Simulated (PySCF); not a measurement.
silanone (H2OSi), SMILES O=[SiH2].

Coordinates come from a ωB97X-D3(BJ)/def2-TZVP optimisation.

Two levels are set side by side: TDA-PBE/def2-TZVPD (PySCF) and TDA-CAM-B3LYP/def2-TZVPD (PySCF). Vertical, same geometry. The lowest singlet is HOMO→LUMO 100 % with PBE and HOMO→LUMO 98 % with the other functional; states are paired by order. Differences are taken from unrounded values.

```tsv
quantity	TDA-CAM-B3LYP	TDA-PBE	TDA-PBE minus TDA-CAM-B3LYP
lowest singlet excitation (eV)	4.22	3.78	-0.45
lowest triplet excitation (TDA) (eV)	3.85	3.40	-0.45
first bright state (f over 0.05) (eV)	6.35	7.00	0.64
its oscillator strength	0.06	0.07	0.01
```

A lower first singlet is the usual sign of a functional without exact exchange. Differences between two approximate levels are no errors against the true value.

Rough cost on one machine, each run with all the roots and properties that it gave: TDA-CAM-B3LYP against TDA-PBE about 2 times.
